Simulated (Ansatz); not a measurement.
`FC1C[SiH2][SiH2]1` and `ClC1C[SiH2][SiH2]1` differ in one atom or group.

Ansatz, PBE0-D4/def2-TZVP geometries, multiplicity 1. 

```tsv
property	`FC1C[SiH2][SiH2]1`
zero-point energy (PBE0-D4/def2-TZVP) / kJ/mol	211.7
HOMO energy (B3LYP/def2-TZVPP) / eV	-7.48
size of the dipole moment (B3LYP/def2-TZVPP) / D	1.64
LUMO energy (B3LYP/def2-TZVPP) / eV	-0.35
LUMO energy (PBE/def2-TZVPP) / eV	-0.98
HOMO energy (ωB97M-V/def2-TZVPP) / eV	-9.72
```

Task: What does the change do to each property? (Estimate.)

Result: Ansatz gave: 
| property | `ClC1C[SiH2][SiH2]1` | shift |
| --- | --- | --- |
| zero-point energy (PBE0-D4/def2-TZVP) / kJ/mol | 208.9 | -2.8 |
| HOMO energy (B3LYP/def2-TZVPP) / eV | -7.44 | 0.04 |
| size of the dipole moment (B3LYP/def2-TZVPP) / D | 1.66 | 0.02 |
| LUMO energy (B3LYP/def2-TZVPP) / eV | -0.43 | -0.08 |
| LUMO energy (PBE/def2-TZVPP) / eV | -1.09 | -0.11 |
| HOMO energy (ωB97M-V/def2-TZVPP) / eV | -9.75 | -0.03 |

Dipoles are sizes alone; their direction can turn.

B3LYP here is the variant with VWN-RPA as its local correlation; programs differ in this.
